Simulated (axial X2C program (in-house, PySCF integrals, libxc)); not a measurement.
**Levels of AlPd by electron attachment to AlPd⁺ (EOM-EA-CCSD)**

Computed with an in-house all-electron X2C program for linear molecules (integrals from PySCF): two-component X2C with atomic mean-field Coulomb and Gaunt terms, Gaussian nuclei, basis Pd dyall-acv3z, Al dyall-av3z with contracted cores.

R = 2.047 Å (0.920 times 2.225 Å, the PBE0 minimum at charge 0 for the lowest determinant).

Levels of AlPd obtained by attaching an electron to AlPd⁺:

```
  Ω  binding energy (eV)  above lowest (cm⁻¹)                  attached spinor  one-particle weight
1/2                6.217                    0             58% Al pσ, 32% Pd sσ                 0.95
1/2                5.069                 9257   62% Al pπ, 26% Pd pπ, 9% Pd dπ                 0.95
3/2                5.029                 9580   62% Al pπ, 26% Pd pπ, 9% Pd dπ                 0.95
1/2                3.460                22234  31% Pd pσ, 24% Pd sσ, 15% Al pσ                 0.94
1/2                2.226                32189  28% Pd sσ, 17% Al sσ, 17% Pd pσ                 0.96
1/2                2.203                32372  29% Pd pπ, 29% Al dπ, 20% Pd dπ                 0.94
3/2                2.180                32553  36% Pd pπ, 33% Al dπ, 24% Pd dπ                 0.94
```

Task: What is the splitting of the first π pair in the table, and is it regular or inverted?

Result: E(3/2) − E(1/2) = 9580 − 9257 = 323 cm⁻¹ at EOM-EA-CCSD: regular, Ω = 1/2 lower. Splittings at this level can be off by ten to twenty per cent.

This point took 16 s on 1 thread of Arm Neoverse V2, on a shared host.

Reference electrons by ω block (each with its −ω partner): 1/2: 19, 3/2: 8, 5/2: 2. 12 electrons of AlPd⁺ correlated (inner shells frozen), 92 natural virtual spinors (a truncated set); levels can be off by some tenths of an eV. Roots sought by Ω: (1/2: 5, 3/2: 4, 5/2: 2, 7/2: 1); the list ends where they run out and leaves out roots under 60 % one-particle weight. The solver can skip a root, and states that need a further excitation, which the method places far too high, are missing though they may lie low or lowest. T1 of the reference 0.024 (Lee–Taylor). The reference was not checked to be the lowest state of its species. Number of frozen shells: Pd 4 s, 3 p, 1 d; Al 2 s, 1 p.
